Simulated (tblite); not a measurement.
C6H7FNO (doublet state).
Z-matrix (Å and degrees, GFN2-xTB geometry), rows numbered from 1:
```
C 
C   1  1.4767
C   2  1.3858  1  122.72
N   3  1.3409  2  123.53  1    -0.07
O   4  1.3482  3  107.69  2  -179.82
C   5  1.3412  4  109.72  3     0.04
C   6  1.3561  5  110.26  4    -0.11
C   7  1.4853  3  127.01  2    -0.26
F   8  1.3713  7  110.94  3  -178.68
H   1  1.0922  2  110.37  3   119.67
H   1  1.0853  2  110.07  3    -1.29
H   1  1.0920  2  110.47  3  -122.55
H   2  1.0791  1  118.65  3  -179.73
H   6  1.0716  5  117.46  4   179.87
H   8  1.0977  7  111.20  3    62.41
H   8  1.0977  7  111.20  3   -59.77
```

Method: GFN2-xTB as coded in tblite; computed harmonic values from a numerical Hessian at the method's own geometry, unscaled. This tight-binding method is rough: wavenumbers can miss measured ones by several per cent, in bad cases by 10 to 20. One conformer, not necessarily the lowest. Open shells enter through the occupations alone, without spin polarisation, and single modes of such species can be off by tens of per cent.

Harmonic wavenumbers (cm⁻¹): 50.3, 102.2, 127.4, 137.2, 205.7, 209.5, 319.7, 334.5, 533.4, 567.9, 630.7, 643.6, 676.8, 785.5, 806.4, 884.1, 967.9, 988.2, 1005.0, 1035.0, 1046.2, 1111.3, 1132.1, 1181.3, 1196.8, 1208.1, 1272.7, 1335.9, 1347.9, 1386.9, 1430.2, 1444.5, 1446.7, 1515.5, 1594.9, 2903.8, 2920.8, 2955.8, 2980.7, 3072.1, 3093.2, 3178.8.

A = 2694, B = 1178, C = 828.2 MHz; mass 128.051 u (most abundant isotopes); point group Cs, symmetry number 1; spin multiplicity 2.

Q: Zero-point energy?

A: Half the sum of the wavenumbers: 25884 cm⁻¹ = 309.64 kJ/mol.

Q: What is S at 298.15 K and 1 bar for an ideal gas of classical rigid rotors and harmonic oscillators?

A: Translation 169.37, rotation 122.14, vibration 101.89, spin (R ln 2) 5.76: S = 399.2 J/(mol K).

Q: And Cp and H(298.15 K) − H(0)?

A: Cp = 139.91 J/(mol K), of which vibrations give 106.65 (their classical limit is 42 R = 349.2); H(298.15 K) − H(0) = 26.01 kJ/mol without the zero-point energy, 16.09 from vibrations.

Q: How do the functions run with temperature in this model?

A: 
```tsv
T (K)	S (J/(mol K))	Cp (J/(mol K))	H − H(0) (kJ/mol)	G − H(0) (kJ/mol)	ln q(vib)
100	290.6	72.9	5.15	-23.91	1.37
200	350.9	104.7	14.03	-56.15	3.61
300	400.0	140.6	26.27	-93.75	5.80
500	488.4	207.8	61.43	-182.76	10.14
800	601.2	270.8	134.17	-346.78	16.43
1000	664.6	296.7	191.07	-473.50	20.35
```

q(vib) and H(0) count from the zero-point level.

Q: Blend soft modes into free rotors: weight 1/[1 + (100 cm⁻¹/ν̃)⁴] for the oscillator and the rest for a rotor with moment μB/(μ + B), μ = h/(8π²ν), B = 10⁻⁴⁴ kg m². What vibrational entropy results?

A: 95.11 J/(mol K) in place of 101.89, which changes −T·S at 298.15 K by +2.02 kJ/mol.

Q: What must be added to the electronic energy to get the Gibbs energy at 298.15 K and 1 bar?

A: ZPE + [H(298.15 K) − H(0)] − T·S = 309.64 + 26.01 − 119.01 = 216.64 kJ/mol.

Hindered rotation and anharmonicity are outside this model. Other conformers, if any are populated, would add a mixing term that is left out.
